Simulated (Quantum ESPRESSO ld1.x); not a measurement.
Species: Tl3+. Configuration: [Xe] 4f12 5d10 6s2 (not the ground configuration). Method: scalar-relativistic Kohn-Sham, LDA (Slater exchange, Perdew-Zunger correlation), spin-polarised, spherical densities, point nucleus; open shells are filled with parallel spins first; computed with ld1.x of Quantum ESPRESSO 7.5.

Normalised radial functions P(r) = r R(r), r in bohr:

r         5s down  5p down
0.001739   0.1378   0.0072
0.002319   0.1639   0.0115
0.003118   0.1917   0.0185
0.004193   0.2170   0.0297
0.005592   0.2337   0.0467
0.007518   0.2344   0.0730
0.01011    0.2066   0.1114
0.01359    0.1378   0.1637
0.01813    0.0242   0.2261
0.02437   -0.1321   0.2908
0.03276   -0.2886   0.3292
0.04405   -0.3647   0.2965
0.05875   -0.2692   0.1521
0.07899    0.0356  -0.1132
0.1062     0.4037  -0.3871
0.1428     0.4985  -0.4410
0.1904     0.0937  -0.1141
0.256     -0.5577   0.4408
0.3442    -0.6951   0.6640
0.4591     0.0153   0.1876
0.6173     0.9870  -0.6862
0.8299     1.3011  -1.1943
1.116      0.8815  -1.0176
1.488      0.3579  -0.5396
2.001      0.0805  -0.1735
2.69       0.0091  -0.0315
3.617      0.0004  -0.0028
4.824      0.0000  -0.0001
6.485      0.0000  0.0000

5s down: eigenvalue -178.52 eV, 4 radial nodes at r = 0.0191, 0.0768, 0.199, 0.457 bohr, <r> = 0.854 bohr, 90 % of the charge inside 1.21 bohr. 5p down: eigenvalue -120.57 eV, 3 radial nodes at r = 0.0704, 0.203, 0.491 bohr, <r> = 0.969 bohr, 90 % of the charge inside 1.39 bohr.
